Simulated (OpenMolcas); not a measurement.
**Lines of Ar2+: computed and rescaled rates**

```
Program             : OpenMolcas 26.06
Method              : MS-RASPT2, IPEA 0.25 Eh, imaginary shift 0.1 Eh (closed shells correlated: 2s 2p)
Basis               : ANO-RCC [8s7p5d4f2g]
Scalar Hamiltonian  : DKH2, point nucleus
Active space        : 6 electrons in 9 orbitals (RAS2 3s 3p; RAS3 3d, at most 2 electrons)
State averaging     : 2S+1 = 3 even, 3 roots; 2S+1 = 1 even, 7 roots; 2S+1 = 3 odd, 3 roots; 2S+1 = 1 odd, 3 roots
Spin-orbit coupling : state interaction with AMFI integrals over the reference wave functions, term energies averaged over their components
```

Rates come from the transition moments of the reference wave functions (E1 and E2 in the length form). At fixed line strength A goes as λ^-3 for E1 and M1 and as λ^-5 for E2, so a rate at the computed wavelength can be rescaled to the measured one. Measured vacuum wavelengths follow from level energies in Saloman, J. Phys. Chem. Ref. Data 39, 033101 (2010). Branching counts decays inside the model space alone, at computed energies, and the table is only a selection of the E2 and M1 lines, drawn from those between levels with measured partners whose computed energy lies within a factor of 1.5 of the measured one.

| Upper | Lower | Type | λ computed (nm) | λ measured (nm) | A computed (s-1) | A rescaled (s-1) | Branching % |
| --- | --- | --- | --- | --- | --- | --- | --- |
| 3s2 3p4 3P0 | 3s2 3p4 3P1 | M1 | 23400 | 21830 | 4.22e-03 | 5.20e-03 | 100.0 |
| 3s2 3p4 3P1 | 3s2 3p4 3P2 | M1 | 9944 | 8991 | 2.29e-02 | 3.10e-02 | 100.0 |
| 3s2 3p4 1D2 | 3s2 3p4 3P1 | M1 | 764.6 | 775.3 | 7.24e-02 |  | 21.0 |
| 3s2 3p4 1D2 | 3s2 3p4 3P2 | M1 | 710 | 713.8 | 2.70e-01 |  | 78.6 |
| 3s2 3p4 1S0 | 3s2 3p4 1D2 | E2 | 524.5 | 519.3 | 2.49e+00 | 2.62e+00 | 42.7 |
| 3s2 3p4 1S0 | 3s2 3p4 3P1 | M1 | 311.1 | 311 | 3.31e+00 |  | 56.8 |
| 3s2 3p4 1S0 | 3s2 3p4 3P2 | E2 | 301.6 | 300.6 | 2.92e-02 |  | 0.5 |

Spin-changing lines and M1 lines between different terms are not rescaled, since their strength hangs on the term gaps too.

The largest correction is for 3s2 3p4 3P1 → 3s2 3p4 3P2 (M1): 2.29e-02 × (9944 / 8991)^3 = 3.10e-02 s-1, a factor of 1.35.

No measured rate stands beside these. Rescaling mends the energy factor alone: line strengths can still be far off where a level mixes with configurations outside the active space, and weak or spin-changing lines hang on small mixing coefficients that depend on the term gaps too, so rescaling need not improve them.

CASPT2 does not keep the components of a term degenerate, so their means are used; among the terms shown or strongly mixed into the levels shown the widest spread is 150 cm-1 (3s2 3p4 1D). The run also gave levels led by 3s 3p4 3d, 3s2 3p3 3d, which use shells meant for correlation; these and all levels above them are left out. Computed and measured levels are paired by configuration, term and J; levels that our copy of the source lacks, or whose pairing is in doubt (as where it misses far off the trend of its configuration), stay unpaired. Levels of configurations outside the active space are missing.
